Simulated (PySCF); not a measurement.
Species: In(H2O)Cl3.
Z-matrix (Å and degrees, PBE0-D3(BJ)/def2-SVP geometry), rows numbered from 1:
```
In
O   1  2.2991
H   2  0.9704  1  104.87
H   2  0.9704  1  104.58  3  -111.47
Cl  1  2.3256  2  109.21  3  -124.05
Cl  1  2.3468  2   88.40  3   113.78
Cl  1  2.3468  2   88.34  3    -1.84
```

Computed, not measured: PBE0-D3(BJ)/def2-SVP geometry optimisation, gas phase, def2 core potentials past Kr in PySCF 2.14.0.

Masses are those of the commonest isotopes; rigid-rotor values at the optimised geometry. 

(1) What are A, B and C (MHz)?

(2) Classify the top.

(3) What does the inertial defect say?

(4) Give the other two planar moments, Paa and Pbb, and the rms extents of the mass along the axes.

(5) Give the coordinates in the principal-axis frame, origin at the centre of mass.

(6) List the rotational levels J(Ka,Kc) to J = 2 (K).

(7) Which types of transition are allowed, and where do some lines up to J = 2 fall?

Results:

(1) Ia = 369.81, Ib = 394.60, Ic = 578.53 u·Å²; 505379 MHz·u·Å²/I gives A = 1367, B = 1281, C = 873.6 MHz.

(2) An asymmetric top; Ray's κ = 0.652.

(3) Not planar: Δ = Ic − Ia − Ib = -185.88 u·Å². For a rigid frame Δ = −2 Σ m c², so Σ m c² = 92.94 u·Å² lies off the ab plane: 9.37 from hydrogen and 83.57 from heavier atoms. The atom farthest from that plane is 2.16 Å away.

(4) Paa = Σ m a² = (Ib + Ic − Ia)/2 = 301.66 and Pbb = Σ m b² = (Ia + Ic − Ib)/2 = 276.87 u·Å². With the mass M = 237.82 u, the rms extents √(P/M) along a, b and c are 1.13, 1.08, 0.63 Å.

(5) The sense of each axis is arbitrary; atoms in the order of the calculation.
```json
{"atom": "In1", "mass (u)": "114.904", "a (Å)": "0.074", "b (Å)": "0.000", "c (Å)": "-0.062"}
{"atom": "O2", "mass (u)": "15.995", "a (Å)": "-0.702", "b (Å)": "0.001", "c (Å)": "2.102"}
{"atom": "H3", "mass (u)": "1.008", "a (Å)": "-1.284", "b (Å)": "-0.773", "c (Å)": "2.158"}
{"atom": "H4", "mass (u)": "1.008", "a (Å)": "-1.282", "b (Å)": "0.778", "c (Å)": "2.153"}
{"atom": "Cl5", "mass (u)": "34.969", "a (Å)": "2.400", "b (Å)": "-0.011", "c (Å)": "-0.040"}
{"atom": "Cl6", "mass (u)": "34.969", "a (Å)": "-1.115", "b (Å)": "1.991", "c (Å)": "-0.420"}
{"atom": "Cl7", "mass (u)": "34.969", "a (Å)": "-1.134", "b (Å)": "-1.980", "c (Å)": "-0.422"}
```

(6) Above 0(0,0), as E/k:
J = 1: 1(0,1) 0.103, 1(1,1) 0.108, 1(1,0) 0.127
J = 2: 2(0,2) 0.294, 2(1,2) 0.295, 2(1,1) 0.353, 2(2,1) 0.366, 2(2,0) 0.382
The levels of one J sum to (2J + 1)J(J + 1)(A + B + C)/3.

(7) The dipole components are |μa| = 2.13 D, |μb| = 0.00 D, |μc| = 3.13 D; the mirror of this Cs structure is the ac plane, so μb vanishes by symmetry and there are no b-type lines. The squared components, which scale the intensities, stand as 0.46 : 1.00 (a : c). Some of the stronger lines:

| type | branch | J(Ka,Kc) | MHz | lower level (cm⁻¹) |
| --- | --- | --- | --- | --- |
| a | Q | 2(2,0) ← 2(2,1) | 334 | 0.254 |
| a | Q | 1(1,0) ← 1(1,1) | 407 | 0.075 |
| a | Q | 2(1,1) ← 2(1,2) | 1222 | 0.205 |
| a | R | 1(0,1) ← 0(0,0) | 2154 | 0.000 |
| c | R | 1(1,0) ← 0(0,0) | 2647 | 0.000 |
| a | R | 2(1,2) ← 1(1,1) | 3901 | 0.075 |
| a | R | 2(0,2) ← 1(0,1) | 3975 | 0.072 |
| a | R | 2(1,1) ← 1(1,0) | 4716 | 0.088 |
| c | R | 2(1,1) ← 1(0,1) | 5209 | 0.072 |
| c | R | 2(2,0) ← 1(1,0) | 5307 | 0.088 |
| c | R | 2(2,1) ← 1(1,1) | 5380 | 0.075 |

No PBE0-D3(BJ)/def2-SVP frequencies stand behind this structure, so it isn't proved a minimum. These are rigid-rotor constants of the computed structure; measured ground-state constants (B0) also hold zero-point vibration. Quadrupole hyperfine structure (35Cl) is left out.

The run took 1.7 min on an Intel Xeon 6975P-C with one thread, shared host, and the process peaked at 0.42 GiB of memory. That covers the optimisation of the geometry.
